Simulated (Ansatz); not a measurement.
Two isomers of C3H6FNSi: A = `N=CC1(F)C[SiH2]1`, B = `CC[Si]1(F)C=N1`.

Gas-phase electronic energies from Ansatz, PBE0-D4/def2-TZVP geometries. CCSD(T)/CBS adds triple-zeta CCSD(T) − MP2 to the extrapolated MP2 energy (def2 sets, frozen cores). Functionals use def2-TZVPP. B3LYP here is the variant with VWN-RPA as its local correlation; programs differ in this. One conformer a species, not always the lowest.

A:

Z-matrix (Å, degrees):
```
C
C 1 1.470
C 1 1.533 2 117.7
F 1 1.372 2 112.8 3 -136.6
Si 1 1.887 2 120.2 3 75.1
N 2 1.263 1 127.0 3 142.1
H 2 1.095 1 114.5 3 -38.3
H 3 1.085 1 116.5 2 -4.8
H 3 1.086 1 112.8 2 -138.3
H 5 1.476 1 118.7 2 -1.9
H 5 1.474 1 117.1 2 147.5
H 6 1.022 2 110.1 1 -0.5
```

B:

```xyz
12

C     0.3945   -1.4953   -0.3547
C     0.8206   -0.3969    0.6144
Si   -0.1202    1.1781    0.3881
F     0.4138    2.2678    1.4196
C    -1.6364    1.4217   -0.4669
N    -0.6203    1.7462   -1.1977
H     0.5203   -1.1812   -1.3926
H     0.9882   -2.3992   -0.2038
H    -0.6561   -1.7614   -0.2193
H     1.8831   -0.1575    0.4940
H     0.7050   -0.7188    1.6544
H    -2.6924    1.4965   -0.7355
```

Task: Which is lower in electronic energy at CCSD(T)/CBS, and by how much? (An estimate is asked.)

Result: Ansatz gave: B, by 269.7 kJ/mol.

Task: Give E(B) − E(A) in kJ/mol with HF/def2-TZVPP, PBE0-D4, B3LYP-D4, PBE-D4, MP2/def2-TZVPP, B3LYP, CCSD(T)/def2-TZVPP. (An estimate is asked.)

Result: Computed: HF/def2-TZVPP -279.3, PBE0-D4 -246.9, B3LYP-D4 -253.3, PBE-D4 -234.3, MP2/def2-TZVPP -278.1, B3LYP -253.5, CCSD(T)/def2-TZVPP -264.8. None reverses the order clearly.

Largest T1 diagnostic: 0.013.

From PBE to PBE0 (25 % exact exchange), in def2-TZVPP and without D4, E(B) − E(A) moves by −12.5 kJ/mol.
